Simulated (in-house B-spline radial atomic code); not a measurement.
Rb⁺. Computed with a B-spline radial atomic code. Model: non-relativistic spherical atom: semilocal Troullier-Martins pseudo-atom, one channel per l, against all electrons, high spin, G0W0 and RPA with empty states to l = 8, local potential for every l without a channel, a model core (radius 0 = none) keeps its share of the functional.

Without relativity these are model numbers for so heavy an element.

What the tables leave out is listed at the end.

The pseudopotential gives back the lowest level of each angular momentum of its own functional in the configuration it was made in; a second state of the same l is only approximately right. Exact exchange, RPA and GW see the smooth pseudo-orbitals and miss the exchange with the core, for which the functional's share stands in. The column with an uncorrelated core keeps all orbitals and exact exchange, and so separates missing core correlation from pseudisation. Only the three outermost levels and the lowest empty one were computed. RPA here is direct RPA, with no exchange kernel, and its energies carry an (l + 1/2)⁻⁴ tail. A hybrid on a potential with a model core restores only its own semilocal share of the core's exchange.

Command:
```bash
python run_psgw.py task.json out
```
Settings (lengths in bohr, energies in hartree):
```
Z                      37
electrons              36
configuration          [Ar] 3d10 4s2 4p6
generated_in           [Kr] 5s1
functional             pbe,pbe
core_shells            5
radius_factor          1
core_correction        True
```

Time taken, with all properties: 16 s on 1 thread of Arm Neoverse V2 (shared host).

Given: made with PBE; model core radius 0.245 bohr; local radius 1.214 bohr; mean-field start PBE.

Valence shells of the generating configuration: 3d, 4s, 4p, 5s.

Channel: s 1.288, p 1.451, d 1.172 (radii in bohr).

Computed: largest level miss in the spin-unpolarised generating configuration 0.011 eV; valence RPA correlation energy pseudo -1.2677 hartree; all-electron RPA polarisability, core included 8.5489 bohr³; pseudo-atom RPA polarisability 8.3652 bohr³.

```
     level  occupied  mean-field all-electron (eV)  mean-field pseudo minus all (eV)  G0W0 all-electron (eV)  G0W0 uncorrelated core minus all (eV)  G0W0 pseudo minus all (eV)  exchange self-energy all-electron (eV)  exchange self-energy pseudo (eV)
        4p         1                        -21.65                             -0.02                 -27.431                                 -0.046                      -0.566                                 -24.641                           -22.911
5s (empty)         0                       -5.9248                            -0.031                 -3.9569                                 -0.004                      -0.061                                 -1.4361                           -1.1974
```

(1) What is the valence RPA correlation energy all-electron orbitals?

Given: mean-field start PBE0.

Computed: valence RPA correlation energy all-electron orbitals -1.0785 hartree; valence RPA correlation energy pseudo -1.2292 hartree; all-electron RPA polarisability, core included 7.7281 bohr³.

```csv
level,occupied,mean-field all-electron (eV),mean-field pseudo minus all (eV),G0W0 all-electron (eV),G0W0 uncorrelated core minus all (eV),G0W0 pseudo minus all (eV),exchange self-energy all-electron (eV),exchange self-energy pseudo (eV)
4p,1,-23.384,-0.112,-27.611,-0.043,-0.489,-24.595,-23.092
5s (empty),0,-5.2928,-0.01,-4.0155,-0.003,-0.031,-1.2219,-1.0181
```

(2) What is the pseudo-atom RPA polarisability?

Answers

(1) -1.1249 hartree.

(2) 7.4543 bohr³.

Among the listed levels the largest G0W0 shift of the pseudo-atom is -0.57 eV, for 4p on the PBE start, while leaving the core uncorrelated moves that level by -0.05 eV. So pseudisation and the lost core exchange, not the missing core correlation, make the error. Not in the tables (levels of low weight, unsolved or above zero; the highest and the empty levels are kept at any weight): on PBE the G0W0 levels 4s (pseudo minus all -2.34 eV, weights 0.09 and 0.36), 3d (pseudo minus all +7.75 eV, weights 0.72 and 0.66); on PBE0 the G0W0 levels 4s (pseudo minus all -0.66 eV, weights 0.52 and 0.22), 3d (pseudo minus all +10.81 eV, weights 0.81 and 0.72); no Hartree-Fock pseudo-atom is run with a model core.
